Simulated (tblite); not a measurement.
Species: C₄H₅NSi (charge -1 and doublet state).
Atom-mapped SMILES: `[CH:1]#[C:2][SiH2:3][CH2:4][C:5]=[N-:6]` (hydrogens: H7 on C1; H8, H9 on Si3; H10, H11 on C4)
Bond orders are those of one Lewis drawing.

Computed with GFN2-xTB (tblite), gas phase: L-BFGS steps from a force-field or distance-geometry start until the largest atomic force falls under 0.01 eV/Å.

Step 4: E = -428.8125 eV
```
atom  x, y, z in Å  |  force x, y, z in eV/Å
C1      2.8423   -0.5493    0.2505   -1.559   0.872  -0.182
C2      1.7470    0.0120    0.0790    2.308  -1.177   0.100
Si3     0.2256    0.8724   -0.1262   -0.913   0.834   0.282
C4     -1.1887   -0.4391   -0.4801   -0.300   0.394  -0.984
C5     -1.9635   -0.7031    0.6529   -1.461   0.648   2.106
N6     -2.6074   -0.3366    1.5817    0.920  -1.023  -0.985
H7      3.7514   -1.0275    0.3624    0.649  -0.389   0.091
H8      0.2732    1.7986   -1.2778    0.032   0.198   0.027
H9     -0.3116    1.5992    1.1203   -0.083  -0.084  -0.452
H10    -0.7957   -1.2547   -1.0774    0.052  -0.468   0.334
H11    -1.9672    0.0307   -1.1114    0.354   0.197  -0.336
```

Step 5: E = -428.8985 eV
```
atom  x, y, z in Å  |  force x, y, z in eV/Å
C1      2.8398   -0.5471    0.2504    0.137   0.001   0.072
C2      1.7617    0.0046    0.0768    0.179  -0.055  -0.226
Si3     0.2194    0.8835   -0.1232   -0.156   0.301   0.239
C4     -1.1917   -0.4335   -0.4922   -0.352   0.094  -0.077
C5     -1.9748   -0.7006    0.6623   -0.341   0.308   0.384
N6     -2.6080   -0.3435    1.5856    0.197  -0.562   0.074
H7      3.7575   -1.0313    0.3627    0.306  -0.208   0.052
H8      0.2739    1.8038   -1.2771    0.057   0.209   0.029
H9     -0.3145    1.5992    1.1152   -0.129  -0.039  -0.354
H10    -0.7965   -1.2628   -1.0730    0.010  -0.361   0.352
H11    -1.9614    0.0303   -1.1136    0.094   0.312  -0.546
```

Step 6: E = -428.9442 eV
```
atom  x, y, z in Å  |  force x, y, z in eV/Å
C1      2.8459   -0.5481    0.2533    0.735  -0.290   0.161
C2      1.7738   -0.0003    0.0673   -0.545   0.328  -0.331
Si3     0.2279    0.8995   -0.1198    0.064   0.048   0.202
C4     -1.1943   -0.4336   -0.4954   -0.372  -0.006   0.138
C5     -2.0062   -0.6754    0.6470   -0.016   0.124   0.475
N6     -2.6048   -0.3698    1.6094    0.143  -0.474  -0.090
H7      3.7683   -1.0382    0.3640    0.087  -0.101   0.028
H8      0.2767    1.8199   -1.2769    0.065   0.139   0.057
H9     -0.3245    1.6046    1.1082   -0.110  -0.040  -0.318
H10    -0.8035   -1.2809   -1.0641   -0.041  -0.189   0.470
H11    -1.9538    0.0249   -1.1191   -0.010   0.462  -0.791
```

Step 7: E = -429.0098 eV
```
atom  x, y, z in Å  |  force x, y, z in eV/Å
C1      2.8599   -0.5504    0.2588    0.526  -0.156   0.121
C2      1.7855   -0.0036    0.0498   -0.532   0.284  -0.292
Si3     0.2335    0.9206   -0.1094    0.450  -0.291  -0.019
C4     -1.2093   -0.4321   -0.4986   -0.464  -0.097   0.318
C5     -2.0361   -0.6488    0.6470    0.893  -0.179  -0.749
N6     -2.6014   -0.4086    1.6331   -0.462  -0.157   0.764
H7      3.7859   -1.0503    0.3663   -0.157   0.024  -0.006
H8      0.2811    1.8408   -1.2749    0.051   0.038   0.118
H9     -0.3377    1.6083    1.0906   -0.165   0.049  -0.132
H10    -0.8110   -1.3066   -1.0411   -0.180   0.124   0.603
H11    -1.9450    0.0333   -1.1477    0.042   0.360  -0.726
```

Q: Estimate the geometry and energy of step 8. (The exact step hangs on the optimiser's Hessian estimate; all steps are aligned on step 7, rigid shifts and turns removed.)

A: E = -429.0668 eV, largest force 0.903 eV/Å
```
atom  x, y, z in Å  |  force x, y, z in eV/Å
C1      2.8779   -0.5511    0.2672    0.352  -0.041   0.057
C2      1.8027   -0.0091    0.0232   -0.431   0.198  -0.169
Si3     0.2499    0.9444   -0.0978    0.621  -0.557  -0.291
C4     -1.2360   -0.4320   -0.4995   -0.352   0.080   0.031
C5     -2.0702   -0.6086    0.6349    0.220  -0.188   0.846
N6     -2.5980   -0.4692    1.6757    0.261  -0.273  -0.820
H7      3.8066   -1.0660    0.3696   -0.435   0.165  -0.048
H8      0.2881    1.8695   -1.2705    0.050  -0.085   0.184
H9     -0.3590    1.6157    1.0660   -0.175   0.133   0.070
H10    -0.8259   -1.3379   -0.9998   -0.325   0.408   0.664
H11    -1.9307    0.0470   -1.1952    0.213   0.159  -0.524
```

The energy changes by -0.0570 eV. The first-order estimate −F·Δx gives -0.1010 eV and the mean of the old and new forces, exact on a quadratic surface, -0.0518 eV. The step makes an angle of 71° with the force vector and moves no atom by more than 0.074 Å.

The cost below is that of the whole relaxation. Time: 0.49 s wall. Hardware: one thread, INTEL XEON PLATINUM 8581C at 2.10 GHz (x86_64), shared host.
